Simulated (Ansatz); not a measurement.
Two members of one family (SinHm), computed with Ansatz in the gas phase. The two geometries come from different levels. Binding counts from free atoms in the multiplicity of their measured ground term, without zero-point energy. The structures are stationary points that may keep the symmetry of their start. Remarks come from the PBE and PBE0 runs and from stability tests at other levels; not every state was tested.

First: Si4H6 (singlet, charge 0, PBE-D4/def2-SVP geometry).

```xyz
10

Si   -0.064    1.621   -0.773
Si   -1.101   -0.176   -1.409
Si   -0.203   -1.435    0.331
Si    0.931    0.533    1.031
H     0.531    1.029    2.397
H    -1.195   -1.972    1.333
H    -2.040   -0.501   -2.537
H    -0.001    3.033   -1.285
H     2.435    0.434    0.989
H     0.707   -2.566   -0.078
```

| level | HOMO (eV) | LUMO (eV) | gap (eV) | binding per atom (eV) |
| --- | --- | --- | --- | --- |
| PBE-D4/def2-SVP | -5.32 | -2.68 | 2.65 | 2.95 |
| r2SCAN-D4/def2-TZVPD | -5.51 | -2.66 | 2.85 | 2.98 |
| PBE0-D4/def2-SVP | -6.14 | -2.01 | 4.13 | 2.93 |
| PBE0-D4/def2-TZVP | -6.12 | -2.03 | 4.08 | 2.95 |
| CAM-B3LYP-D4/def2-TZVP | -7.10 | -0.99 | 6.11 | 2.93 |

Remarks: restricted SCF unstable in HF.

Second: Si4H8 (singlet, charge 0, r2SCAN-D4/def2-SVP geometry).

```xyz
12

Si   -0.372    0.287    1.581
Si    0.672   -0.694   -1.338
Si   -1.420   -0.805   -0.237
Si    1.121    1.210   -0.005
H     2.526    1.534    0.389
H    -2.089   -2.126   -0.033
H     1.533   -1.833   -0.885
H     0.352   -0.726    2.415
H     0.728   -0.591   -2.829
H     0.491    2.415   -0.636
H    -2.376    0.141   -0.896
H    -1.167    1.187    2.473
```

**Question.** Estimate the same table for the second.

**Answer.** 
| level | HOMO (eV) | LUMO (eV) | gap (eV) | binding per atom (eV) |
| --- | --- | --- | --- | --- |
| PBE-D4/def2-SVP | -6.50 | -1.74 | 4.76 | 2.98 |
| r2SCAN-D4/def2-TZVPD | -6.67 | -1.73 | 4.93 | 3.02 |
| PBE0-D4/def2-SVP | -7.50 | -1.00 | 6.50 | 2.97 |
| PBE0-D4/def2-TZVP | -7.41 | -1.06 | 6.35 | 2.99 |
| CAM-B3LYP-D4/def2-TZVP | -8.55 | 0.14 | 8.69 | 3.00 |
